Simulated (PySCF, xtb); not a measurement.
Be(Me) (CH3Be), SMILES [Be+][CH3], charge +1.

GFN2-xTB run with xtb at its own geometry gives an orbital gap of 3.33 eV.

Coordinates come from a PBE-D3(BJ)/def2-TZVPD optimisation. The spin state was assumed, not searched. The isomer is the one that the SMILES or the coordinates give; other isomers of the formula were not compared.

Task: What does PySCF with M06-2X/def2-TZVPD give? (Estimate from the structure and the level; the computed values follow.)

Result: gap 7.28 eV (levels -16.56 and -9.28 eV).
